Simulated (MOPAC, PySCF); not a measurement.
Pair of molecules: NH3 (SMILES N) (first 4 atoms) with CH5N (SMILES CN); geometry from B3LYP-D3(BJ)/def2-TZVP, rigid monomers moved along the line of their centres of mass till H2···N6 is 3.07 Å.
(charge 0, multiplicity 1):
```xyz
11

N      0.30393    -0.18055     0.19997
H      0.10750     0.32428     1.06416
H      0.61982     0.49512    -0.48656
H     -0.57330    -0.55875    -0.13962
C     -0.07941    -0.64508     4.51519
N      0.12884     0.74709     4.10701
H      0.46138    -1.29764     3.82947
H     -1.13973    -0.88728     4.42909
H      0.23917    -0.87449     5.53970
H      1.10632     1.00021     4.19142
H     -0.39472     1.38135     4.69800
```

Counterpoise-corrected where a basis set is named; no monomer relaxation. Rows marked so take none.

Rows in 3-21G, 6-31G* carry no dispersion term and start afresh at each structure (6-31G* with six Cartesian d functions). The state that PM7 reach isn't checked; PM7 holds dispersion and hydrogen-bond terms.

The values were computed with MOPAC for PM7 (differences of heats of formation); PySCF for 3-21G rows, 6-31G* rows. 

Task: Estimate the interaction energy that HF/3-21G (no counterpoise) returns for this input.

Result: -116 meV

Task: What is the computed interaction energy (B3LYP/6-31G* (no counterpoise))?

Result: -104 meV

Task: Give the interaction energy at the level PM7.

Result: -151 meV
